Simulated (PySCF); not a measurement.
Se(H)(iPr) (C3H8Se), SMILES CC(C)[SeH].

The structure is a stationary point at r2SCAN-D4/def2-SVP. The values are those of a single conformer.

Method: PySCF with M06-2X/def2-TZVP.

The molecule is in vacuum.

```
Quantity                                                                                                        Value
---------------------------------------------------------------------------------------------  ----------------------
total energy                                                                                      -2520.68735 hartree
highest occupied level                                                                                       -7.58 eV
lowest empty level                                                                                            0.78 eV
orbital gap                                                                                                   8.36 eV
dipole moment                                                                                                  1.69 D
quadrupole, principal values (traceless, Buckingham form, about the centre of nuclear charge)  -3.22, -0.31, 3.53 D·Å
mean static polarisability                                                                       64.1 bohr³ (9.50 Å³)
polarisability, principal values                                                               53.0, 62.6, 76.7 bohr³
```
